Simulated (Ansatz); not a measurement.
Reaction (ligand exchange at a Ti–C bond): `C#[C][Ti]([F])([F])[C]#C` + HCl → `C#[C][Ti]([F])([F])[Cl]` + `C#C`

Computed with Ansatz on PBE0-D4/def2-TZVP structures; ΔE is electronic, products minus reactants. CCSD(T)/CBS is the MP2 limit (def2-TZVPP, def2-QZVPP) plus CCSD(T) − MP2 in def2-TZVPP, frozen cores. This one scheme is used for every species. DFT in def2-TZVPP. For Ti outer-core shells are correlated without core-valence functions, which leaves a few kJ/mol of doubt a bond. Scalar relativity is left out up to krypton.

```csv
level,ΔE (kJ/mol),difference from CCSD(T)/CBS
r2SCAN-D4,-130.8,-5.7
B97M-V,-128.4,-3.3
r2SCANh-D4,-130.8,-5.7
r2SCAN0-D4,-130.6,-5.5
CAM-B3LYP-D4,-129.8,-4.7
ωB97X-V,-128.8,-3.7
PBE-QIDH,-129.4,-4.3
PBE,-126.7,-1.6
PBE0,-127.9,-2.8
r2SCANh,-131.2,-6.1
r2SCAN0,-131.1,-6.0
LC-ωPBE,-131.2,-6.1
RPA@PBE/def2-TZVPP,-115.0,10.1
HF/def2-SVP,-122.5,2.6
HF/CBS(def2),-127.7,-2.6
CCSD/CBS(def2),-123.7,1.4
CCSD(T)/CBS,-125.1,0
```

Question: What do rigid-rotor, harmonic-oscillator terms from PBE0-D4/def2-TZVP frequencies (298.15 K, 1 bar) make of the CCSD(T)/CBS value? (Estimate.)

Answer: The calculation gave: ΔZPE = +8.9 kJ/mol, ΔH = -118.7 kJ/mol, ΔS = -6 J/(mol·K), ΔG = -116.8 kJ/mol.

Largest T1 diagnostic among the species: 0.023, so the coupled-cluster value is less sure than usual.

Leaving LDA and LC-ωPBE aside and taking each functional with its dispersion term where it has one, the values, not all of them listed here, spread over 7.7 kJ/mol, from r2SCAN-D4 to revPBE-D4. LDA lies −4.8 kJ/mol from PBE without D4. At CCSD(T), def2-SVP lies +7.8 kJ/mol from the extrapolated value and def2-TZVPP +3.6 kJ/mol.

CCSD(T)/CBS has its own doubt, a few kJ/mol and more with outer-core shells, so smaller differences from it don't rank the levels.
